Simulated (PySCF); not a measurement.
C3H8F3NSi2.
SMILES with atom numbers: `[F:1][CH:2]([F:3])[C@@:4]1([F:5])[SiH2:6][C@H:7]1[NH:8][SiH3:9]`

Geometry (GFN2-xTB, Å), atoms numbered from 1 in this order:
```
atom  x, y, z in Å
F1    -2.2522   -0.8717   -0.9110
C2    -2.0716    0.4071   -0.4769
F3    -1.6514    1.0968   -1.5699
C4    -1.1056    0.4356    0.6705
F5    -1.3117    1.5901    1.4076
Si6   -0.5044   -1.1469    1.5632
C7     0.3749    0.1114    0.4221
N8     0.8308   -0.1594   -0.8856
Si9    2.4153    0.1781   -1.4604
H10   -3.0530    0.8137   -0.1897
H11   -0.3694   -0.9631    2.9922
H12   -1.0247   -2.3712    0.9949
H13    1.0267    0.8244    0.9183
H14    0.1988   -0.7192   -1.4328
H15    3.4230   -0.5964   -0.7180
H16    2.3756   -0.2198   -2.8624
H17    2.6918    1.6024   -1.2635
```

Probes without a nucleus sit at each ring's centroid and 1 Å off its mean plane on both sides; NICS is minus the shielding there, NICSzz its component along the normal. Level: GIAO PBE0/pcSseg-1 (PySCF, non-relativistic, gas phase) on the GFN2-xTB geometry, one conformer.

Ring bond lengths (Å), with Mayer bond orders in brackets: C4–Si6 1.914 (0.83), Si6–C7 1.913 (0.90), C7–C4 1.536 (0.84).

Task: What do the NICS probes read (ppm)?

Result: 
```tsv
ring	type	NICS(0)	NICS(1), two faces	NICS(1)zz, two faces	rms pucker (Å)	centre to ring atoms, mean (Å)
C4–Si6–C7	3-membered ring with Si; formal bonds all single	-21.6	-6.8 / -6.9	-13.4 / -12.6	0.00	1.03
```

Task: What do they say, and how far can they be read as aromaticity?

Result: 
- C4–Si6–C7: mean NICS(1)zz -13.0 ppm, shielded. C4, Si6, C7 have four or more neighbours; no verdict on aromaticity is drawn. NICS(0) lies 15 ppm below the mean NICS(1).

Task: Give the inner angles of the rings and the Hirshfeld charges of the ring atoms.

Result: 
- C4–Si6–C7: C4 66.3° (-0.019 e), Si6 47.3° (+0.282 e), C7 66.4° (-0.068 e); sum 180.0° against 180° for a flat convex ring.

On one thread, Arm Neoverse N1 (aarch64), no GPU (shared host), this took 89 s of wall time (with the writing of density and orbital grids) and 0.91 GiB of memory at its peak. This is the whole shielding run at PBE0/pcSseg-1, SCF included.
